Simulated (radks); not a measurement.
The numbers below are computed, except where a source is named.
Species: Pr8+. Configuration: [Kr] 4d10 4f1 5s2 5p2 (the NIST ground configuration). Code: a radial shooting solver on a logarithmic mesh with Libxc functionals. Model: Dirac Kohn-Sham, PBEsol, spin-unpolarised, spherical densities, finite nucleus; open shells fill j = l - 1/2 first; Fermi nuclear charge, rms radius 4.8919 fm. Some entries of the table are withheld. Estimate them.

| orbital | occ. | eigenvalue (hartree) | <r^2> (bohr^2) | r(max) (bohr) |
|---|---|---|---|---|
| 1s1/2 | 2 | -1538.946 | 0.0007901 | 0.01542 |
| 2s1/2 | 2 | -251.2285 | 0.01248 | 0.08744 |
| 2p1/2 | 2 | -237.7203 | 0.009136 | 0.06652 |
| 2p3/2 | 4 | -220.0118 | 0.01039 | 0.07187 |
| 3s1/2 | 2 | -57.71856 | (1) | 0.2494 |
| 3p1/2 | 2 | -51.96845 | (2) | 0.2362 |
| 3p3/2 | 4 | -48.46013 | (3) | 0.2477 |
| 3d3/2 | 4 | -38.41102 | 0.07095 | 0.1986 |
| 3d5/2 | 6 | -37.65486 | 0.07305 | 0.2019 |
| 4s1/2 | 2 | -14.93855 | 0.4316 | 0.5778 |
| 4p1/2 | 2 | -12.77558 | 0.4577 | 0.5856 |
| 4p3/2 | 4 | -12.00232 | 0.4967 | 0.6100 |
| 4d3/2 | 4 | -8.43262 | 0.5748 | 0.6259 |
| 4d5/2 | 6 | -8.29360 | 0.5893 | 0.6338 |
| 5s1/2 | 2 | (4) | (5) | 1.272 |
| 5p1/2 | 2 | -4.43445 | 2.310 | 1.353 |
| 5p3/2 | 0 | -4.27066 | 2.469 | 1.402 |
| 4f5/2 | 1 | (6) | 0.8819 | 0.6451 |
| 4f7/2 | 0 | (7) | 0.8913 | 0.6488 |
| 5d3/2 | 0 | -3.19471 | 3.347 | 1.614 |
| 5d5/2 | 0 | -3.16777 | 3.404 | 1.630 |
| 6s1/2 | 0 | -2.54659 | 6.843 | 2.479 |

Answer. 
(1) 3s1/2 <r^2> (bohr^2): 0.08473
(2) 3p1/2 <r^2> (bohr^2): 0.07965
(3) 3p3/2 <r^2> (bohr^2): 0.08709
(4) 5s1/2 eigenvalue (hartree): -5.13252
(5) 5s1/2 <r^2> (bohr^2): 2.016
(6) 4f5/2 eigenvalue (hartree): -4.17069
(7) 4f7/2 eigenvalue (hartree): -4.15204
